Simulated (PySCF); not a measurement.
CH6ClFSi2, SMILES F[Si@H](Cl)C[SiH3]. Atoms are numbered in the order given.

```xyz
11

F      1.7601    -0.6744     0.7575
Si     0.9293    -0.1550    -0.5330
Cl     0.5066     1.8375    -0.2287
C     -0.6408    -1.1218    -0.6618
Si    -1.9366    -0.7728     0.6724
H      1.8241    -0.2649    -1.7102
H     -1.0946    -0.9317    -1.6498
H     -0.3728    -2.1927    -0.6308
H     -2.9926    -1.8287     0.6229
H     -2.5703     0.5563     0.4372
H     -1.3001    -0.7866     2.0223
```

The structure is a stationary point at PBE0-D3(BJ)/def2-SVP. The structure was generated by enumeration; whether it is a known compound was not checked. Other conformers were not sampled.

Level of theory: PySCF with PBE0/def2-TZVP.

The molecule is in vacuum.

Estimate the frontier levels, gap, dipole moment and polarisability. (An estimate is asked for; the answer gives what the named calculation found.)


- highest occupied level = -8.93 eV
- lowest empty level = 0.40 eV
- orbital gap = 9.33 eV
- dipole moment = 2.27 D
- quadrupole, principal values (traceless, Buckingham form, about the centre of nuclear charge) = -3.39, -0.61, 4.00 D·Å
- mean static polarisability = 73.0 bohr³ (10.82 Å³)
- polarisability, principal values = 62.1, 74.3, 82.5 bohr³
